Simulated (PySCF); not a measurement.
Simulation results for BH$_{4}$O$_{2}$Si, B$_{3}$H$_{4}$, B$_{3}$H$_{2}$O, CH$_{5}$B$_{2}$Si

Calculation on a computer-drawn molecule: the log of a Hartree-Fock and frozen-core CCSD(T) single point meant for a local Hartree-Fock minimum, with one planted fault or none, to be diagnosed. Offsets are logged minus clean, where the clean run is the same molecule without the fault. The reference is restricted for singlets and unrestricted otherwise, and also for a bond in bohr or an excited solution. Adding or removing an electron swaps singlet and doublet. The excited solution moves the top pair (singlet) or top alpha electron (doublet) to the lowest empty orbital. Highest occupied and lowest empty are orbital energies over both spins, largest force is the largest gradient component, triples share is (T) over the correlation energy, the T1 limit is 0.02 restricted and 0.045 unrestricted, electrons count all cores, a negative frequency is imaginary (commonest isotopes), and the dipole is about the centre of nuclear charge. Program: PySCF 2.14.0.

Common to all runs: logged SCF converged yes; possible faults no fault, one electron removed, one electron added, multiplicity raised by two, geometry at a saddle point, SCF held on an excited solution, minimal basis STO-3G, one bond length entered in bohr, all coordinates scaled.

(1) BH$_{4}$O$_{2}$Si

Logged structure:
```xyz
8
BH4O2Si
B     -2.5112    -0.1597     1.1718
O     -1.6632    -0.5071     0.1811
Si    -0.0787    -1.0068     0.0766
O      0.6319    -0.2829    -1.2132
H     -2.1318    -0.1189     2.3153
H     -3.6453     0.1114     0.8844
H     -0.0530    -2.4560    -0.2059
H      0.6394     0.6605    -1.2788
```

- meant charge: 0
- meant multiplicity: 2
- meant basis: cc-pV(D+d)Z
- logged electrons: 39
- logged basis functions: 85
- logged spin squared: 0.7639
- logged highest occupied: -3.4455 eV
- logged lowest empty: -2.4366 eV
- logged largest force: 0.16349 hartree/bohr
- logged dipole magnitude: 10.127 debye
- logged SCF stable within its kind: no
- logged energy HF: -465.54723 hartree
- planted fault: SCF held on an excited solution
- HF energy offset from clean run: 134.9 kcal/mol

Drawn bonds:
```csv
atom,other atom,order
1,2,1
2,3,1
3,4,1
1,5,1
1,6,1
3,7,1
4,8,1
```

Notes: coupled-cluster numbers left out as unreliable.

(2) B$_{3}$H$_{4}$

Logged structure:
```xyz
7
B3H4
B     -0.4993    -0.3654    -0.5925
B     -0.1191    -0.4980     1.0856
B      0.2612    -0.6304     2.7637
H     -1.5402    -0.8037    -0.9671
H      0.2953     0.1589    -1.3065
H      0.8306    -1.6079     3.1331
H     -0.0614     0.2610     3.4829
```

* meant charge: 1
* meant multiplicity: 1
* meant basis: cc-pVDZ
* logged electrons: 18
* logged basis functions: 19
* logged spin squared: 0
* logged highest occupied: -18.141 eV
* logged lowest empty: -4.0051 eV
* logged largest force: 0.015017 hartree/bohr
* logged T1 diagnostic: 0.010787
* logged D1 diagnostic: 0.024754
* logged triples share: 0.011549
* logged CC converged: yes
* logged dipole magnitude: 0.0003879 debye
* logged SCF stable within its kind: yes
* logged energy HF: -75.09445 hartree
* logged energy CCSD(T): -75.22098 hartree
* planted fault: minimal basis STO-3G
* HF energy offset from clean run: 563.9 kcal/mol
* CCSD(T) energy offset from clean run: 643.4 kcal/mol

Drawn bonds:
```csv
atom,other atom,order
1,2,1
2,3,1
1,4,1
1,5,1
3,6,1
3,7,1
```

(3) B$_{3}$H$_{2}$O

Logged structure:
```xyz
6
B3H2O
B      0.8249     0.9508     0.3055
B      1.1200    -0.2362    -0.9172
B      1.4082    -1.3992    -2.1155
O      1.6068    -2.2030    -2.9437
H      0.0482     0.6690     1.1600
H      1.4165     1.9782     0.2191
```

- meant charge: 1
- meant multiplicity: 1
- meant basis: cc-pVDZ
- logged electrons: 24
- logged basis functions: 66
- logged spin squared: 0
- logged highest occupied: -12.705 eV
- logged lowest empty: -15.424 eV
- logged largest force: 0.42012 hartree/bohr
- logged CC converged: no
- logged dipole magnitude: 6.1814 debye
- logged SCF stable within its kind: no
- logged energy HF: -149.15335 hartree
- planted fault: SCF held on an excited solution
- HF energy offset from clean run: 366.5 kcal/mol

Drawn bonds:
```csv
atom,other atom,order
1,2,1
2,3,1
3,4,2
1,5,1
1,6,1
```

Notes: CCSD not converged.

(4) CH$_{5}$B$_{2}$Si

Logged structure:
```xyz
9
CH5B2Si
B     -0.6419    -0.9437     0.3615
B      0.1947     0.0014     1.5002
C      0.9230     0.7619     2.4567
Si     2.3931     0.1489     3.1690
H     -1.6418    -0.5129    -0.1195
H     -0.2098    -2.0150     0.0704
H      0.5598     1.7455     2.7511
H      3.1513     0.9192     4.1514
H      2.9082    -1.1677     2.7950
```

- meant charge: 1
- meant multiplicity: 1
- meant basis: cc-pV(D+d)Z
- logged electrons: 34
- logged basis functions: 90
- logged spin squared: 0
- logged highest occupied: -15.427 eV
- logged lowest empty: -4.9841 eV
- logged largest force: 4.06e-05 hartree/bohr
- logged lowest frequency: 102.49 cm⁻¹
- logged T1 diagnostic: 0.014601
- logged D1 diagnostic: 0.040926
- logged triples share: 0.034547
- logged CC converged: yes
- logged dipole magnitude: 0.99511 debye
- logged SCF stable within its kind: yes
- logged energy HF: -378.76062 hartree
- logged energy CCSD(T): -379.18026 hartree
- planted fault: no fault
- HF energy offset from clean run: 0 kcal/mol
- CCSD(T) energy offset from clean run: 0 kcal/mol

Drawn bonds:
```csv
atom,other atom,order
1,2,1
2,3,1
3,4,2
1,5,1
1,6,1
3,7,1
4,8,1
4,9,1
```

(5) CH$_{5}$B$_{2}$Si

Logged structure:
```xyz
9
CH5B2Si
B     -0.5931    -0.8720     0.3340
B      0.1799     0.0013     1.3862
C      0.8529     0.7040     2.2700
Si     2.2112     0.1376     2.9282
H     -1.5170    -0.4740    -0.1104
H     -0.1939    -1.8619     0.0651
H      0.5172     1.6129     2.5420
H      2.9118     0.8493     3.8359
H      2.6871    -1.0790     2.5826
```

* meant charge: 1
* meant multiplicity: 1
* meant basis: cc-pV(D+d)Z
* logged electrons: 34
* logged basis functions: 90
* logged spin squared: 0
* logged highest occupied: -16.465 eV
* logged lowest empty: -4.9886 eV
* logged largest force: 0.068731 hartree/bohr
* logged T1 diagnostic: 0.012874
* logged D1 diagnostic: 0.033125
* logged triples share: 0.031
* logged CC converged: yes
* logged dipole magnitude: 1.0121 debye
* logged SCF stable within its kind: yes
* logged energy HF: -378.70272 hartree
* logged energy CCSD(T): -379.1128 hartree
* planted fault: all coordinates scaled, by -7.6 %
* HF energy offset from clean run: 36.33 kcal/mol
* CCSD(T) energy offset from clean run: 42.34 kcal/mol

Drawn bonds:
```csv
atom,other atom,order
1,2,1
2,3,1
3,4,2
1,5,1
1,6,1
3,7,1
4,8,1
4,9,1
```
